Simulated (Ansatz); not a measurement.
Reaction (isomerisation): `C=[C]([SiH3])[InH2]` → `[InH2][CH]1C[SiH2]1`

Program: Ansatz. Geometries: PBE0-D4/def2-TZVP. ΔE: electronic, gas phase. CBS: MP2 limit from def2 TZ/QZ plus the TZ coupled-cluster correction, frozen cores. Functionals use def2-TZVPP. def2 core potentials past Kr. For In outer-core shells are correlated without core-valence functions, which leaves a few kJ/mol of doubt a bond.

```json
{"level": "PBE0-D4", "ΔE (kJ/mol)": "9.6"}
{"level": "B2PLYP", "ΔE (kJ/mol)": "31.1"}
{"level": "SCS-MP2/def2-TZVPP", "ΔE (kJ/mol)": "29.6"}
{"level": "CCSD(T)/def2-TZVPP", "ΔE (kJ/mol)": "28.8"}
{"level": "HF/def2-QZVPP", "ΔE (kJ/mol)": "62.9"}
{"level": "MP2/def2-QZVPP", "ΔE (kJ/mol)": "14.5"}
{"level": "HF/CBS(def2)", "ΔE (kJ/mol)": "62.9"}
{"level": "MP2/CBS(def2)", "ΔE (kJ/mol)": "13.1"}
```

Problem. What does CCSD(T)/CBS give? (An estimate is asked.)

Solution. Ansatz gave: +25.4 kJ/mol. The listed levels differ from it by -15.8, 5.7, 4.2, 3.4, 37.5, -10.9, 37.5, -12.3 kJ/mol.

Largest T1 diagnostic among the species: 0.014.

In def2-TZVPP, CCSD(T) changes the Hartree–Fock value by −34.5 kJ/mol (the triples alone add −2.2 kJ/mol) and MP2 by −46.7 kJ/mol.
